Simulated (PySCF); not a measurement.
## The third ionisation energy along the 5p block

Calculated with PySCF 2.14 from differences of total energies of unrestricted determinants, without spin-orbit coupling. Values in eV. The last column holds reference values (NIST; (s) semi-empirical, (t) theoretical, else measured). Unmarked ones compare directly (S terms, centres of terms, or small fine structure); those marked * lie between the lowest fine-structure levels and include a spin-orbit shift.

| element | configurations | MP2 (valence) | SCS-MP2 (valence) | CCSD (valence) | SCS-MP2 (valence and next inner shell) | PBE | r2SCAN | reference |
| --- | --- | --- | --- | --- | --- | --- | --- | --- |
| In (def2-QZVPPD with the def2 core potential (28 electrons), ECP) | [Kr] 4d10 5s1 → [Kr] 4d10 | n/a | n/a | n/a | 27.796 | 28.671 | 28.380 | 28.044 |
| Sn (def2-QZVPPD with the def2 core potential (28 electrons), ECP) | [Kr] 4d10 5s2 → [Kr] 4d10 5s1 | 29.245 | 29.387 | 29.485 | 30.467 | 30.791 | 30.459 | 30.506 |
| Sb (def2-QZVPPD with the def2 core potential (28 electrons), ECP) | [Kr] 4d10 5s2 5p1 → [Kr] 4d10 5s2 | 24.403 | 24.398 | 24.466 | 24.540 | 24.706 | 24.884 | 25.323 * |
| Te (def2-QZVPPD with the def2 core potential (28 electrons), ECP) | [Kr] 4d10 5s2 5p2 → [Kr] 4d10 5s2 5p1 | 27.343 | 27.279 | 27.373 | 27.443 | 27.489 | 27.702 | 27.84 ± 0.04 * |
| Xe (def2-QZVPPD with the def2 core potential (28 electrons), ECP) | [Kr] 4d10 5s2 5p4 → [Kr] 4d10 5s2 5p3 | 30.140 | 30.231 | 30.289 | 30.353 | 30.484 | 30.530 | 31.05 ± 0.04 (s) * |

Fill in the row of I (def2-QZVPPD with the def2 core potential (28 electrons), ECP) ([Kr] 4d10 5s2 5p3 → [Kr] 4d10 5s2 5p2).

MP2 (valence) 30.373; SCS-MP2 (valence) 30.240; CCSD (valence) 30.350; SCS-MP2 (valence and next inner shell) 30.426; PBE 30.306; r2SCAN 30.600; reference 29.57 ± 0.025 * (eV).

"Valence" correlates the outer s and p shells and, in groups 3 to 12 and the f block, the outer d or f shell, open or full, or the next shell where the ion has no valence electron left; the wider scheme adds the next inner shell.
